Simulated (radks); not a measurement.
Values are calculated unless marked as measured or tabulated.
Q: These are the eigenvalues of the occupied orbitals of an atom or ion with whole-number occupations (hartree). Level of theory: Dirac Kohn-Sham, BLYP, spin-unpolarised, spherical densities, point nucleus (a radial shooting solver on a logarithmic mesh with Libxc functionals).

| orbital | eigenvalue |
|---|---|
| 1s1/2 | -2396.335 |
| 2s1/2 | -409.5380 |
| 2p1/2 | -391.1243 |
| 2p3/2 | -347.3067 |
| 3s1/2 | -93.28690 |
| 3p1/2 | -85.12886 |
| 3p3/2 | -75.73931 |
| 3d3/2 | -61.93838 |
| 3d5/2 | -59.89060 |
| 4s1/2 | -18.77060 |
| 4p1/2 | -15.42988 |
| 4p3/2 | -13.27945 |
| 4d3/2 | -7.79191 |
| 4d5/2 | -7.39821 |
| 5s1/2 | -2.43939 |
| 5p1/2 | -1.49512 |
| 5p3/2 | -1.20974 |
| 4f5/2 | -0.63245 |
| 4f7/2 | -0.56837 |
| 6s1/2 | -0.18019 |
| 5d3/2 | -0.09871 |

Which element is it, and in what charge state? The configuration may be excited. Open shells, if any, fill j = l - 1/2 first.

A: Z = 72, hafnium, charge 0: Hf in [Xe] 4f14 5d2 6s2. The list shows which subshells hold electrons but not how many an open one holds; the 1s level, -2396.3 hartree, gives Z - s = 69.2 by -(Z - s)^2/2, which with screening and relativity narrows Z to a few neighbours, and the depths of the outer levels then fix element, charge and occupations together.
